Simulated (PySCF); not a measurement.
Cl2FHNTa, multiplicity 1. Atoms are numbered in the order given.

```xyz
6

Ta     0.0163    -0.2026     0.0000
N      1.5683    -1.0292     0.0000
H      2.4555    -1.5217     0.0000
F     -1.3280    -1.5231     0.0000
Cl    -0.0786     1.0948    -1.9197
Cl    -0.0786     1.0948     1.9197
```

The structure is a stationary point at B3LYP-D3(BJ)/def2-SVP. The spin state was assumed, not searched. The structure was generated by enumeration; whether it is a known compound was not checked. The def2 effective core potentials stand for the cores of Ta; spin–orbit coupling is left out.

The numbers are results of CAM-B3LYP/def2-TZVP run with PySCF, not measurements.

ESP charges are fitted to the potential on shells at 1.4 to 2.0 van der Waals radii. Atomic charges (e):

```tsv
atom	Mulliken	Löwdin	ESP fit
Ta1	1.37	[?]	0.94
N2	-0.60	[?]	-0.75
H3	0.24	[?]	0.42
F4	-0.39	-0.22	-0.24
Cl5	-0.31	0.05	-0.18
Cl6	-0.31	0.05	-0.18
```

### Question
Some entries are withheld; supply them. (An estimate is asked for; the answer gives what the named calculation found.)

### Answer

- Ta1, Löwdin: 0.33
- N2, Löwdin: -0.35
- H3, Löwdin: 0.15
